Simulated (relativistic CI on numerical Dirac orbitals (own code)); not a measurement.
As IX: what numerical and physical settings do to a radial Dirac CI calculation

Reference input:

```
atom As  Z=33  charge=8  electrons=25
nucleus A=75  rms_radius_fm=4.0968
hamiltonian dirac-coulomb  breit=on  qed=on  c_scale=1
orbitals kli  potential=per-configuration
slater_scale 1
correlation none
mixing on
grid step=0.0125 r_max=11.4
scf mixing=0.4 start=green max_iterations=150 tolerance=2e-08 node_fill=0.05
configurations
  [Ar] 3d7
end
```

Computed lowest total energy -2235.32146 Ha, first excitation 4313.6 cm⁻¹, 11 SCF steps. Runs with settings changed; * marks those that are bad on purpose:

| Changed | Outcome | Lowest level | ΔE (Ha) | First excitation (cm⁻¹) | SCF steps | Message |
| --- | --- | --- | --- | --- | --- | --- |
| Breit term off | converged | 3d⁷ ⁴F9/2 | -1.05 | 4426.1 | 11 |  |
| end of the grid at 5.7 bohr | converged | 3d⁷ ⁴F9/2 | -5e-12 | 4313.6 | 11 |  |
| node fill of the KLI weights 0.2, SCF mixing 0.7, SCF tolerance 1e-06 | converged | 3d⁷ ⁴F9/2 | 0.00241 | 4354.6 | 8 |  |
| QED terms off, grid step 0.006, end of the grid at 34.2 bohr | converged | 3d⁷ ⁴F9/2 | -0.709 | 4297.7 | 11 |  |
| configuration list: extra electron * | refused |  |  |  | 0 | configuration [Ar] 3d7 4s has 26 electrons, the ion has 25 |
| nuclear radius 409.68 fm * | converged | 3d⁷ ⁴F9/2 | 71.1 | 4372.1 | 11 |  |
